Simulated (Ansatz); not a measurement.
Geometry optimisation, Ansatz 0.2.0, RKS PBE0-D4/def2-SVP.

Input:

```yaml
crystal:
  periodic: [false, false, false]
  atoms:
    - { symbol: B, position_ang: [-1.33644, -0.1186, -1.18038] }
    - { symbol: O, position_ang: [-0.4846, 0.10698, -0.18077] }
    - { symbol: Al, position_ang: [0.49252, 0.45635, 1.12168] }
    - { symbol: S, position_ang: [2.55589, -0.26912, 1.17706] }
    - { symbol: H, position_ang: [-1.936, -1.1313, -1.20809] }
    - { symbol: H, position_ang: [-1.46628, 0.69218, -2.02492] }
    - { symbol: H, position_ang: [-0.17694, 1.28437, 2.19978] }
    - { symbol: H, position_ang: [2.81551, 0.46309, 2.25998] }
basis:
  gaussian: { orbitals: def2-SVP }
hamiltonian:
  xc: pbe0
  dispersion: d4
relax:
  f_tol: 0.015
  max_steps: 40
output:
  orbitals: {}
```

Run as:

```bash
$ ansatz run input.yaml --threads 1 --pin off --max-ram 2048MiB --backend cpu --events-out ev --progress --plain --runs-dir out
```

Question: Where does it end, and by what steps?

Answer: The run converged. After 6 steps the energy has fallen by 0.113 eV; H7 moved furthest, 0.20 Å.

| step | energy less start (eV) | largest force component (eV/Å) | accepted |
| --- | --- | --- | --- |
| 0 | 0.0000 | 0.929 | yes |
| 1 | -0.0858 | 0.470 | yes |
| 2 | -0.0990 | 0.316 | yes |
| 3 | -0.1034 | 0.521 | yes |
| 4 | -0.1121 | 0.102 | yes |
| 5 | -0.1132 | 0.055 | yes |
| 6 | -0.1134 | 0.007 | yes |

```xyz
8
Properties=species:S:1:pos:R:3
B -1.319 -0.143 -1.204
O -0.545 0.155 -0.156
Al 0.455 0.524 1.169
S 2.511 -0.177 1.055
H -1.954 -1.181 -1.205
H -1.381 0.627 -2.143
H -0.125 1.331 2.387
H 2.822 0.347 2.262
```

The run took 29 s on 1 thread of Arm Neoverse V1 (shared host), peak memory 0.16 GiB.
